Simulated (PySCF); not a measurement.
C2H6F2Si. Atoms are numbered in the order given.

```xyz
11

C      0.9619     1.7562     0.0000
Si    -0.7061     0.8989     0.0000
C     -0.3725    -0.9970     0.0000
F      0.3722    -1.3163    -1.1086
F      0.3722    -1.3163     1.1086
H      1.5361     1.4591     0.8913
H      0.8563     2.8520     0.0000
H      1.5361     1.4591    -0.8913
H     -1.5073     1.2179    -1.2163
H     -1.5073     1.2179     1.2163
H     -1.2647    -1.6510     0.0000
```
Charge 0, spin multiplicity 1.

The structure is a stationary point at B3LYP-D3(BJ)/def2-SVP. One conformer was computed; it need not be the lowest.

The numbers are results of PySCF with PBE0/pcSseg-1, not measurements.

GIAO shieldings, no solvent; atoms alike by connectivity are averaged. δ = σ(ref) − σ: ¹³C against TMS (σ = 186.3 ppm); ²⁹Si against TMS (σ = 352.7 ppm); ¹⁹F against CFCl3 (σ = 167.2 ppm); ¹H against TMS (σ = 31.56 ppm), references at their B3LYP-D3(BJ)/def2-TZVP geometries, non-relativistic.

| atoms | nucleus | count | δ (ppm) |
|---|---|---|---|
| C3 | ¹³C | 1 | ? |
| C1 | ¹³C | 1 | -10.7 |
| Si2 | ²⁹Si | 1 | -41.3 |
| F4, F5 | ¹⁹F | 2 | -155.7 |
| H11 | ¹H | 1 | 6.58 |
| H9, H10 | ¹H | 2 | ? |
| H6, H7, H8 | ¹H | 3 | ? |

Some entries are withheld; supply them. (Estimate from the structure and the level; the computed values follow.)


- H9, H10, δ (ppm): 4.33
- C3, δ (ppm): 127.6
- H6, H7, H8, δ (ppm): 0.74
